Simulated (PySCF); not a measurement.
How methods differ on the excitation energy of Ca

Ca [Ar] 4s2 (1S) → Ca [Ar] 3d1 4s1 (3D), as a difference of total energies. Computed with PySCF 2.14 in def2-TZVPPD (6s5p3d, 36 functions), with no relativity, point nucleus. Correlated levels: valence: [Ar] frozen; valence and next inner shell: [Ne] frozen. The calculations carry no spin-orbit coupling.

```
                                method  excitation energy (eV)  difference from reference (eV)
                                   UHF                   2.421                          -0.103
                                   LDA                   1.929                          -0.595
                                   PBE                   1.842                          -0.682
                                  PBE0                   2.010                          -0.514
                                r2SCAN                   1.662                          -0.862
                             BHandHLYP                   2.373                          -0.151
                                B2PLYP                   2.482                          -0.042
                               r2SCAN0                   1.891                          -0.633
                               wB97X-V                   2.323                          -0.201
                         MP2 (valence)                   2.888                          +0.364
                     SCS-MP2 (valence)                   3.013                          +0.489
    MP2 (valence and next inner shell)                   3.147                          +0.623
SCS-MP2 (valence and next inner shell)                   3.235                          +0.711
```

Reference: 2.524 eV (measured; NIST levels, between the centres of gravity of the two terms).

These non-relativistic numbers lack the scalar-relativistic shift.

Errors of the correlated levels include the incompleteness of this basis and the frozen core.
